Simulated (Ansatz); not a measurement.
SbCl₃, 4 atoms. Hardware: 4 threads of Intel Xeon Platinum 8259CL on a shared host.

In the def2 sets Sb takes a core potential; there is no spin–orbit coupling. Correlated methods freeze 19 core orbitals; core or outer-core shells of Sb are correlated, in sets that lack core-valence functions.

Task: How many basis functions does each of these Ansatz runs have, and roughly what does it cost? PBE0-D4/def2-SVP, charge 0 singlet, energy with a search over starts; revPBE-D4/def2-TZVP, charge 0 singlet, energy, from earlier orbitals; ωB97X-V/def2-TZVP, charge 0 singlet, energy, from earlier orbitals; PBE0-D4/def2-SVP, charge 0 singlet, energy, from earlier orbitals; MP2/def2-TZVP, charge 0 singlet, energy, from earlier orbitals; r2SCAN-D4/def2-TZVP, charge 1 doublet at the geometry of the charge 0 singlet, energy, from earlier orbitals; PBE-D4/def2-SVP, charge 0 singlet, energy, from earlier orbitals; B97M-V/def2-TZVP, charge 0 singlet, energy, from earlier orbitals; CAM-B3LYP-D4/def2-TZVP, charge 0 singlet, energy, from earlier orbitals; r2SCAN-D4/def2-TZVPD, charge 0 singlet, energy, from earlier orbitals; r2SCAN-D4/def2-TZVPD, charge -1 doublet at the geometry of the charge 0 singlet, energy, from earlier orbitals; RPA@PBE/def2-TZVP, charge 0 singlet, energy, from earlier orbitals.

Result: Other jobs shared the machine, so times can vary by a factor of up to 3. A dash marks memory too small to be measured apart from the calling script's.

| run | functions | fitting or Cholesky vectors | wall time | peak host memory (GiB) |
| --- | --- | --- | --- | --- |
| PBE-D4/def2-SVP, charge 0 singlet, energy, from earlier orbitals | 80 | 901 | 0.65 s | – |
| PBE0-D4/def2-SVP, charge 0 singlet, energy, from earlier orbitals | 80 | 808 | 1 s | – |
| PBE0-D4/def2-SVP, charge 0 singlet, energy with a search over starts | 80 | 808 | 1.1 s | – |
| revPBE-D4/def2-TZVP, charge 0 singlet, energy, from earlier orbitals | 161 | 1151 | 1.1 s | – |
| MP2/def2-TZVP, charge 0 singlet, energy, from earlier orbitals | 161 | 1103 | 2 s | – |
| CAM-B3LYP-D4/def2-TZVP, charge 0 singlet, energy, from earlier orbitals | 161 | 1225 | 2.3 s | – |
| RPA@PBE/def2-TZVP, charge 0 singlet, energy, from earlier orbitals | 161 | 1103 | 2.5 s | – |
| r2SCAN-D4/def2-TZVPD, charge 0 singlet, energy, from earlier orbitals | 194 | 1253 | 3.2 s | – |
| B97M-V/def2-TZVP, charge 0 singlet, energy, from earlier orbitals | 161 | 1151 | 4 s | – |
| ωB97X-V/def2-TZVP, charge 0 singlet, energy, from earlier orbitals | 161 | 1225 | 4.1 s | – |
| r2SCAN-D4/def2-TZVP, charge 1 doublet at the geometry of the charge 0 singlet, energy, from earlier orbitals | 161 | 1151 | 4.7 s | – |
| r2SCAN-D4/def2-TZVPD, charge -1 doublet at the geometry of the charge 0 singlet, energy, from earlier orbitals | 194 | 1253 | 12 s | 0.64 |
